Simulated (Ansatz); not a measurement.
BH$_{5}$S$_{3}$Si (`[SiH3]B(S)SS`). Total charge 0; spin multiplicity 1. Geometry: relaxed with PBE0-D4/def2-TZVP. It is one conformer, not always the lowest.

```xyz
10

Si   -0.207   -0.201    1.175
B     0.712   -0.173   -0.614
S     2.105   -1.235   -0.990
S     0.210    0.909   -1.956
S    -1.345    2.008   -1.157
H    -1.646   -0.553    1.041
H    -0.093    1.108    1.870
H     0.445   -1.239    2.026
H     2.167   -1.850    0.203
H    -2.348    1.226   -1.598
```

What is the dipole moment at ωB97M-V/def2-TZVPP? (Estimate.)

Computed: 1.03 D, with components (-0.64, -0.71, 0.37) D in this frame, pointing from negative to positive charge.

And with PBE, r2SCAN, B3LYP? (An estimate is asked.)

Computed: PBE 0.95 D, r2SCAN 1.06 D, B3LYP 1.00 D.

Give the Mulliken charges with ωB97M-V, r2SCAN, PBE in def2-TZVPP. (An estimate is asked.)

Ansatz gave: 
```json
{"atom": "Si1", "ωB97M-V": "0.00", "r2SCAN": "0.15", "PBE": "0.04"}
{"atom": "B2", "ωB97M-V": "0.06", "r2SCAN": "0.10", "PBE": "0.15"}
{"atom": "S3", "ωB97M-V": "-0.11", "r2SCAN": "-0.12", "PBE": "-0.13"}
{"atom": "S4", "ωB97M-V": "-0.01", "r2SCAN": "-0.03", "PBE": "-0.04"}
{"atom": "S5", "ωB97M-V": "-0.12", "r2SCAN": "-0.12", "PBE": "-0.12"}
{"atom": "H6", "ωB97M-V": "-0.02", "r2SCAN": "-0.07", "PBE": "-0.05"}
{"atom": "H7", "ωB97M-V": "-0.01", "r2SCAN": "-0.06", "PBE": "-0.04"}
{"atom": "H8", "ωB97M-V": "-0.04", "r2SCAN": "-0.09", "PBE": "-0.07"}
{"atom": "H9", "ωB97M-V": "0.12", "r2SCAN": "0.11", "PBE": "0.12"}
{"atom": "H10", "ωB97M-V": "0.14", "r2SCAN": "0.12", "PBE": "0.13"}
```

B3LYP here is the variant with VWN-RPA as its local correlation; programs differ in this.
